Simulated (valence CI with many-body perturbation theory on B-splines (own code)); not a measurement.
Level structure of Au XLVIII

Method: relativistic CI+MBPT: four valence electrons over a frozen Dirac-Fock core [Ar] 3d10, radial functions for each j: 11 s, 11 p, 10 d, 8 f, 5 g, 2 h, with the one-electron correlation potential Σ1 (screened to all orders), the two-electron term Σ2, the three-electron term Σ3, Breit, model QED; selected single and double excitations, second order for the rest, scaled by the run's own slope (own B-spline code, finite nucleus).

No measured spectrum was set against this ion. As an estimate, large intervals hold to a few tenths of a per cent, small ones and those within an open d or f shell to about a per cent. Among the levels kept, up to 400 cm⁻¹ of a level comes from second order outside the variational space, and about a tenth of that is noise between levels of different J, which matters for small intervals.

Levels 91 to 135 of 185, with energies above the lowest level, (4s^2 4p1/2^2) J=0. "Leading %" is the weight of the configuration and term that name the level; weights of strongly mixed levels are sums over their largest components and can fall short. In the jj column 3d3/2^4 stands for four electrons in 3d with j = 3/2. Lifetimes count E1, E2, E3, M1 and M2 decay at the calculated energies, and are blank where another channel may lead or the interval is too uncertain; long ones can be off by a factor of two.

```
No.  Configuration  Term  J  E (Ry)  Leading %    Second component  Lifetime                   Leading jj
 91      4s2.4p.4f    1D  2  50.048         33   24 % 4s2.4p.4f 3D   2.21 ps      4s^2 4p3/2 4f7/2 (58 %)
 92      4s.4p2.4d    3D  2  50.706         22   20 % 4s.4p2.4d 5P    462 fs      4s 4p3/2^2 4d3/2 (80 %)
 93      4s.4p2.4d    5P  1  50.793         30   27 % 4s.4p2.4d 3P    471 fs      4s 4p3/2^2 4d3/2 (87 %)
 94      4s.4p2.4d    3F  3  50.925         25   19 % 4s.4p2.4d 5D    527 fs      4s 4p3/2^2 4d3/2 (74 %)
 95        4s2.4d2    1D  2  51.022         32   21 % 4s2.4p.4f 1D   1.27 ps          4s^2 4d5/2^2 (55 %)
 96      4s2.4p.4f    1G  4  51.023         33     26 % 4s2.4d2 1G   1.04 ps      4s^2 4p3/2 4f5/2 (24 %)
 97        4s2.4d2    1S  0  51.064         47   28 % 4s.4p2.4d 3P   2.01 ps          4s^2 4d5/2^2 (59 %)
 98         4p3.4d   3F°  4  51.436         46     24 % 4p3.4d 5D°   1.72 ps   4p1/2^2 4p3/2 4d5/2 (92 %)
 99      4s.4p2.4d    3F  4  51.630         33   11 % 4s.4p2.4d 3G    464 fs      4s 4p3/2^2 4d3/2 (70 %)
100         4p3.4d   3D°  2  51.766         34     21 % 4p3.4d 3P°   1.30 ps   4p1/2^2 4p3/2 4d5/2 (90 %)
101      4s.4p2.4d    3D  1  51.925         44   17 % 4s.4p2.4d 3P    378 fs      4s 4p3/2^2 4d3/2 (88 %)
102      4s.4p2.4d    5F  5  52.042         51   42 % 4s.4p2.4d 3G   2.23 ps      4s 4p3/2^2 4d5/2 (92 %)
103      4s.4p2.4d    3P  0  52.249         71     10 % 4s2.4d2 3P    363 fs      4s 4p3/2^2 4d3/2 (71 %)
104      4s.4p.4d2   5G°  2  52.277         61  29 % 4s.4p.4d2 3F°   1.41 ps      4s 4p1/2 4d3/2^2 (93 %)
105      4s.4p2.4d    3F  4  52.454         39   21 % 4s.4p2.4d 5D    908 fs      4s 4p3/2^2 4d5/2 (71 %)
106      4s.4p2.4d    3D  2  52.474         43   13 % 4s.4p2.4d 1D    423 fs      4s 4p3/2^2 4d3/2 (82 %)
107         4p3.4d   3D°  3  52.599         33     17 % 4p3.4d 1F°    927 fs   4p1/2^2 4p3/2 4d5/2 (81 %)
108      4s.4p2.4d    3F  3  52.786         34   27 % 4s.4p2.4d 1F    302 fs      4s 4p3/2^2 4d3/2 (81 %)
109      4s.4p2.4d    3D  1  52.814         64   13 % 4s.4p2.4d 3P    315 fs      4s 4p3/2^2 4d3/2 (88 %)
110         4p3.4d   3D°  1  52.832         35     26 % 4p3.4d 3P°   1.15 ps   4p1/2^2 4p3/2 4d5/2 (89 %)
111      4s.4p.4d2   5G°  3  52.941         36  20 % 4s.4p.4d2 3F°   1.41 ps      4s 4p1/2 4d3/2^2 (88 %)
112      4s.4p2.4d    3F  2  52.945         28   22 % 4s.4p2.4d 3D    255 fs      4s 4p3/2^2 4d3/2 (86 %)
113      4s.4p2.4d    3P  1  53.222         36   26 % 4s.4p2.4d 1P    855 fs      4s 4p3/2^2 4d5/2 (93 %)
114      4s.4p2.4d    3P  0  53.300         37   31 % 4s.4p2.4d 1S    745 fs      4s 4p3/2^2 4d5/2 (51 %)
115      4s.4p2.4d    3D  3  53.310         50   23 % 4s.4p2.4d 1F   1.11 ps      4s 4p3/2^2 4d5/2 (89 %)
116      4s.4p.4d2   5D°  0  53.647         57  36 % 4s.4p.4d2 3P°    593 fs      4s 4p1/2 4d3/2^2 (89 %)
117      4s.4p2.4d    3D  3  53.776         73    7 % 4s.4p2.4d 3F    776 fs      4s 4p3/2^2 4d5/2 (96 %)
118      4s.4p2.4d    3F  4  54.072         59   19 % 4s.4p2.4d 1G    538 fs      4s 4p3/2^2 4d5/2 (93 %)
119      4s.4p.4d2   5D°  1  54.108         34  25 % 4s.4p.4d2 3P°    631 fs      4s 4p1/2 4d3/2^2 (88 %)
120      4s.4p.4d2   5F°  1  54.117         43  37 % 4s.4p.4d2 3D°    354 fs      4s 4p1/2 4d3/2^2 (92 %)
121      4s.4p2.4d    1D  2  54.223         40   28 % 4s.4p2.4d 3D    855 fs      4s 4p3/2^2 4d5/2 (86 %)
122      4s.4p.4d2   5F°  2  54.316         30  17 % 4s.4p.4d2 3D°    366 fs      4s 4p1/2 4d3/2^2 (78 %)
123      4s.4p2.4d    1D  2  54.543         34   16 % 4s.4p2.4d 3D    659 fs      4s 4p3/2^2 4d5/2 (93 %)
124      4s.4p.4d2   5G°  3  54.624         25  15 % 4s.4p.4d2 3D°   2.55 ps  4s 4p1/2 4d3/2 4d5/2 (82 %)
125      4s.4p.4d2   5G°  4  54.717         33  12 % 4s.4p.4d2 3H°   4.54 ps  4s 4p1/2 4d3/2 4d5/2 (83 %)
126      4s.4p2.4d    3D  3  54.802         45   23 % 4s.4p2.4d 1F    441 fs      4s 4p3/2^2 4d5/2 (87 %)
127      4s.4p.4d2   5D°  2  54.825         25  12 % 4s.4p.4d2 3D°   1.28 ps  4s 4p1/2 4d3/2 4d5/2 (78 %)
128      4s.4p.4d2   5P°  1  54.965         41  30 % 4s.4p.4d2 5D°   1.68 ps  4s 4p1/2 4d3/2 4d5/2 (94 %)
129      4s.4p2.4d    3P  1  55.067         36   35 % 4s.4p2.4d 1P    445 fs      4s 4p3/2^2 4d5/2 (92 %)
130      4s.4p.4d2   3H°  5  55.264         24  19 % 4s.4p.4d2 3G°   6.57 ps  4s 4p1/2 4d3/2 4d5/2 (78 %)
131      4s.4p.4d2   3H°  4  55.444         36  10 % 4s.4p.4d2 5G°   3.23 ps  4s 4p1/2 4d3/2 4d5/2 (81 %)
132      4s.4p.4d2   3G°  3  55.646         38  10 % 4s.4p.4d2 3F°   2.10 ps  4s 4p1/2 4d3/2 4d5/2 (82 %)
133      4s.4p2.4d    1D  2  55.701         42   22 % 4s.4p2.4d 3P    371 fs      4s 4p3/2^2 4d5/2 (90 %)
134      4s.4p.4d2   5D°  2  55.705         13  11 % 4s.4p.4d2 3F°   2.24 ps  4s 4p1/2 4d3/2 4d5/2 (68 %)
135      4s.4p.4d2   3D°  1  55.883         38  10 % 4s.4p2.4f 5F°   1.88 ps  4s 4p1/2 4d3/2 4d5/2 (60 %)
```

Where two levels of one J and parity lie close, their mixing, g and order are uncertain.
